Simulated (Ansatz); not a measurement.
`N[SiH2][SiH](N)F` + CH₃SH → `CS[SiH](N)F` + `N[SiH3]`  (cleavage of the Si–Si bond)

Computed with Ansatz on PBE0-D4/def2-TZVP structures; ΔE is electronic, products minus reactants. CCSD(T)/CBS adds triple-zeta CCSD(T) − MP2 to the extrapolated MP2 energy (def2 sets, frozen cores). This one scheme is used for every species. DFT in def2-TZVPP. One conformer a species, not always the lowest.

```json
{"level": "PBE-D4", "ΔE (kcal/mol)": "-16.2", "difference from CCSD(T)/CBS": "3.1"}
{"level": "PBE0-D4", "ΔE (kcal/mol)": "-17.4", "difference from CCSD(T)/CBS": "1.9"}
{"level": "ωB97X-V", "ΔE (kcal/mol)": "-18.3", "difference from CCSD(T)/CBS": "1.0"}
{"level": "ωB97M-V", "ΔE (kcal/mol)": "-19.8", "difference from CCSD(T)/CBS": "-0.5"}
{"level": "B2PLYP", "ΔE (kcal/mol)": "-19.2", "difference from CCSD(T)/CBS": "0.1"}
{"level": "PBE", "ΔE (kcal/mol)": "-16.1", "difference from CCSD(T)/CBS": "3.2"}
{"level": "r2SCAN", "ΔE (kcal/mol)": "-19.3", "difference from CCSD(T)/CBS": "0.0"}
{"level": "PBE0", "ΔE (kcal/mol)": "-17.3", "difference from CCSD(T)/CBS": "2.0"}
{"level": "HF/def2-TZVPP", "ΔE (kcal/mol)": "-20.6", "difference from CCSD(T)/CBS": "-1.3"}
{"level": "CCSD(T)/def2-TZVPP", "ΔE (kcal/mol)": "-18.7", "difference from CCSD(T)/CBS": "0.6"}
{"level": "HF/def2-QZVPP", "ΔE (kcal/mol)": "-20.7", "difference from CCSD(T)/CBS": "-1.4"}
{"level": "MP2/def2-QZVPP", "ΔE (kcal/mol)": "-21.4", "difference from CCSD(T)/CBS": "-2.1"}
{"level": "SCS-MP2/def2-QZVPP", "ΔE (kcal/mol)": "-20.7", "difference from CCSD(T)/CBS": "-1.4"}
{"level": "HF/CBS(def2)", "ΔE (kcal/mol)": "-20.7", "difference from CCSD(T)/CBS": "-1.4"}
{"level": "MP2/CBS(def2)", "ΔE (kcal/mol)": "-21.6", "difference from CCSD(T)/CBS": "-2.3"}
{"level": "CCSD/CBS(def2)", "ΔE (kcal/mol)": "-19.2", "difference from CCSD(T)/CBS": "0.1"}
{"level": "CCSD(T)/CBS", "ΔE (kcal/mol)": "-19.3", "difference from CCSD(T)/CBS": "0"}
```

Largest T1 diagnostic among the species: 0.011.

From PBE to PBE0 (25 % exact exchange), in def2-TZVPP and without D4, ΔE moves by −1.2 kcal/mol.

CCSD(T)/CBS has its own doubt, a few kJ/mol and more with outer-core shells, so smaller differences from it don't rank the levels.
